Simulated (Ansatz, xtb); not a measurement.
## C4H7GeNO: 4 structures ranked

4 gas-phase structures of C4H7GeNO, from a drawn sample of its isomers (lower ones may exist). Each was relaxed with GFN2-xTB; where two conformers were screened, the lower at r2SCAN-D4/def2-SVP is listed:

A. `O=[C]1NC=C[CH2][GeH2]1`, a singlet
B. `[GeH3][O]c1cc[nH]c1`, a singlet
C. `[GeH3][NH]c1ccco1`, a singlet
D. `[GeH3][O]c1ccc[nH]1`, a singlet

Q: Which do you expect lowest at r2SCAN-D4/def2-SVP, and how would the others follow?

A: Calculated order at r2SCAN-D4/def2-SVP: D (0.000), A (0.021), B (0.169), C (0.478) eV. Less than 1 kcal/mol parts D and A, so the order within that pair means little.

Energies above the lowest of each column, in eV; the last columns are at PBE0-D3(BJ)/def2-SVP geometries:

```
structure  GFN2-xTB  HF/STO-3G  r2SCAN-D4/def2-SVP  PBE0-D3(BJ)/def2-SVP  CCSD(T)/def2-SVP + ΔMP2/def2-TZVPP
        D     0.000      0.174               0.000                 0.000                               0.000
        A     1.275      0.456               0.021                 0.060                               0.077
        B     0.126      0.435               0.169                 0.171                               0.157
        C     0.546      0.000               0.478                 0.499                               0.499
```

CCSD(T)/def2-SVP + ΔMP2/def2-TZVPP puts D lowest; HF/STO-3G picks C. Flexible structures stand in one conformer each, not always the lowest. ΔMP2 is the change of the MP2 energy from the smaller to the larger basis.

Over these structures GFN2-xTB departs from r2SCAN-D4/def2-SVP by 0.467 eV on average once a common shift is removed. A GFN2-xTB relaxation took about 0.05 s and the r2SCAN-D4/def2-SVP energy about 1.8 s on a shared host (Ansatz 0.2.0, xtb 6.7.1).
